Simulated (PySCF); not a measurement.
**Electric field gradients and quadrupole coupling constants**

C4H4FNO2.
Cartesian coordinates in Å at the GFN2-xTB level; atoms count from 1:
```
atom  x, y, z in Å
C1     1.943    0.037   -0.104
O2     0.809    0.835   -0.371
C3    -0.377    0.272   -0.093
C4    -0.727   -0.951    0.411
O5    -2.070   -1.032    0.502
N6    -2.626    0.109    0.070
C7    -1.651    0.894   -0.285
F8    -1.860    2.105   -0.759
H9     2.002   -0.217    0.958
H10    1.925   -0.883   -0.695
H11    2.804    0.640   -0.387
H12   -0.171   -1.809    0.728
```

Field gradients from the PBE0/pcSseg-1 density (PySCF, non-relativistic), principal values in atomic units, ordered |Vxx| ≤ |Vyy| ≤ |Vzz|:

```json
{"atom": "O2", "Vxx": "-0.2068", "Vyy": "-1.7727", "Vzz": "1.9795"}
{"atom": "O5", "Vxx": "-0.6013", "Vyy": "-1.2789", "Vzz": "1.8802"}
{"atom": "N6", "Vxx": "-0.0654", "Vyy": "-1.0958", "Vzz": "1.1612"}
```

**Question.** Find the asymmetry η = (Vxx − Vyy)/Vzz and the couplings χ = eQV/h (234.96 MHz × Q in barn × V in au), with Q(17O) = −0.0256 b, Q(14N) = 0.02044 b.

**Answer.** 
```csv
atom,environment,nucleus,η,χzz (MHz),χxx (MHz),χyy (MHz)
O2,aryl ether oxygen,17O,0.79,-11.91,1.24,10.66
O5,ring oxygen,17O,0.36,-11.31,3.62,7.69
N6,pyridine-type nitrogen,14N,0.89,5.58,-0.31,-5.26
```

The tensor is traceless: Vxx + Vyy + Vzz = 0.

**Question.** What is Vzz at O2 in SI units (1 au = 9.71736 × 10²¹ V/m²)?

**Answer.** 1.9795 au = 19.235 × 10²¹ V/m².

**Question.** What couplings would deuterons (Q(2H) = 0.00286 b) have in place of the hydrogens, at this geometry?

**Answer.** 
| atom | bonded to | bond length (Å) | Vzz (au) | η | χzz (kHz) |
| --- | --- | --- | --- | --- | --- |
| H9 | C1 | 1.094 | 0.2915 | 0.08 | 196 |
| H10 | C1 | 1.094 | 0.2914 | 0.08 | 196 |
| H11 | C1 | 1.088 | 0.3039 | 0.08 | 204 |
| H12 | C4 | 1.070 | 0.3436 | 0.12 | 231 |

Isolated species at its GFN2-xTB geometry (one conformer only). GFN2-xTB bond lengths can be off by several hundredths of an ångström, more for odd bonds, and the gradients follow them. The small basis limits the accuracy of the gradients.
